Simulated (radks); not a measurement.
Species: the zinc ion Zn2+. Configuration: [Ar] 3d10. All-electron calculation, scalar-relativistic Kohn-Sham, r2SCAN, spin-polarised, spherical densities, finite nucleus; meta-GGA in the generalised Kohn-Sham scheme; Fermi nuclear charge, rms radius 3.9283 fm. Program: a radial shooting solver on a logarithmic mesh with Libxc functionals.

Unscreened Slater integrals over Kohn-Sham orbitals (cm^-1). They are taken over the spin-up orbitals.

F0(3d,3d): 234390
F2(3d,3d): 106850
F4(3d,3d): 66177
F0(3d,3p): 253650
F2(3d,3p): 118650
G1(3d,3p): 146620
G3(3d,3p): 88687
F0(3d,3s): 258690
G2(3d,3s): 110950
F0(3d,2p): 331590
F2(3d,2p): 63748
G1(3d,2p): 47819
G3(3d,2p): 27165
F0(3p,3p): 278050
F2(3p,3p): 138780
F0(3p,3s): 283920
G1(3p,3s): 187830
F0(3p,2p): 378560
F2(3p,2p): 75330
G0(3p,2p): 28967
G2(3p,2p): 30511
F0(3s,3s): 290320
F0(3s,2p): 386980
G1(3s,2p): 31510
F0(2p,2p): 1011100
F2(2p,2p): 477310
